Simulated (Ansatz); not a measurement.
Computed with Ansatz on PBE0-D4/def2-TZVP structures; ΔE is electronic, products minus reactants. CCSD(T)/CBS adds triple-zeta CCSD(T) − MP2 to the extrapolated MP2 energy (def2 sets, frozen cores). This one scheme is used for every species. Functionals use def2-TZVPP. Each species was taken in one conformer, which may not be the lowest.

`C[SiH2][SiH2][SiH3]` → `[SiH3][SiH3]` + `C[SiH]`  (silylene formation by 1,1-elimination)

CCSD(T)/CBS gives +240.8 kJ/mol.

Problem. Another level gave +258.4 kJ/mol. Which?
A. CCSD(T)/def2-TZVPP
B. RPA@PBE/def2-TZVPP
C. PBE-QIDH/def2-TZVPP
D. BHLYP/def2-TZVPP

Solution. C. PBE-QIDH 258.4, BHLYP 229.4, RPA@PBE/def2-TZVPP 217.1, CCSD(T)/def2-TZVPP 234.7 kJ/mol.

Problem. What do rigid-rotor, harmonic-oscillator terms from PBE0-D4/def2-TZVP frequencies (298.15 K, 1 bar) make of the CCSD(T)/CBS value? (An estimate is asked.)

Solution. Computed: ΔZPE = -13.2 kJ/mol, ΔH = +229.9 kJ/mol, ΔS = 143 J/(mol·K), ΔG = +187.3 kJ/mol. Modes under 50 cm⁻¹ make the entropy rough.

Largest T1 diagnostic among the species: 0.013.

The D4 term adds +16.0 kJ/mol with B3LYP and +9.2 kJ/mol with PBE0; it sums over pairs of atoms, weighted by their polarisabilities, and B3LYP, whose exchange is more repulsive, gets the larger term. In def2-TZVPP, CCSD(T) changes the Hartree–Fock value by +21.5 kJ/mol (the triples alone add +5.1 kJ/mol) and MP2 by +36.3 kJ/mol. Leaving LDA and LC-ωPBE aside and taking each functional with its dispersion term where it has one, the values, not all of them listed here, spread over 37.7 kJ/mol, from BLYP-D4 to r2SCAN0-D4. LDA lies +30.2 kJ/mol from PBE without D4.

CCSD(T)/CBS has its own doubt, a few kJ/mol and more with outer-core shells, so smaller differences from it don't rank the levels.

B3LYP here is the variant with VWN-RPA as its local correlation; programs differ in this.
